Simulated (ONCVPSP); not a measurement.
Cutoff test, cadmium (Cd), ONCV

```json
{"Element": "cadmium (Cd)", "Generator": "ONCVPSP 4.0.1", "Type": "optimised norm-conserving Vanderbilt (ONCV)", "Functional": "PBE", "Relativity": "fully relativistic", "Frozen core": "[Ar] 3d10", "Valence charge": "20", "Reference configuration": "4s2 4p6 4d10 5s1.75 5p0.25", "Partial waves": "4s+5s: rc 1.55 bohr, ncon 4, nbas 7, qcut 9.9 1/bohr, 2 projectors; 4p+5p: rc 1.45 bohr, ncon 3, nbas 6, qcut 11.6 1/bohr, 2 projectors; 4d: rc 1.60 bohr, ncon 4, nbas 8, qcut 11.4 1/bohr, 2 projectors, debl 1.5 Ha", "Local potential": "polynomial inside 1.05 bohr (lpopt 5, dvloc0 0 Ha)", "Core correction": "Teter function fitted to the true core (icmod 2), fcfact 0.65"}
```

Open shells are filled in proportion to 2j + 1.

Question: For each optimised wave give the share of its norm inside rc, the residual kinetic energy above qcut (Ha) and the cutoffs (Ha) for errors of 10, 1, 0.1 and 0.01 mHa per electron.

Answer:

| wave | norm inside rc | residual KE | 10 mHa | 1 mHa | 0.1 mHa | 0.01 mHa |
| --- | --- | --- | --- | --- | --- | --- |
| 4s | 0.974 | 9.3e-08 | 22.6 | 29.8 | 35.7 | 40.6 |
| 5s | 0.073 | 4.6e-08 | 17.2 | 26.9 | 33.9 | 39.6 |
| 4p j=3/2 | 0.906 | 7.5e-08 | 15.2 | 32.9 | 41.7 | 48.1 |
| 5p j=3/2 | 0.015 | 1.0e-09 | 9.6 | 14.5 | 33.1 | 43.5 |
| 4p j=1/2 | 0.922 | 6.6e-08 | 16.1 | 30.3 | 40.8 | 47.5 |
| 5p j=1/2 | 0.017 | 9.3e-10 | 10.6 | 15.5 | 32.1 | 43.5 |
| 4d j=5/2 | 0.759 | 7.2e-09 | 28.6 | 36.8 | 44.0 | 50.1 |
| d projector 2 j=5/2 | 0.135 | 3.4e-09 | 26.3 | 35.2 | 42.9 | 49.5 |
| 4d j=3/2 | 0.770 | 7.3e-09 | 29.0 | 37.2 | 44.4 | 50.4 |
| d projector 2 j=3/2 | 0.133 | 3.7e-09 | 26.6 | 35.5 | 43.2 | 49.8 |

The occupied waves need 37 Ha and 44 Ha for 1 and 0.1 mHa. 1 of 4 tests not solved or not reliable.
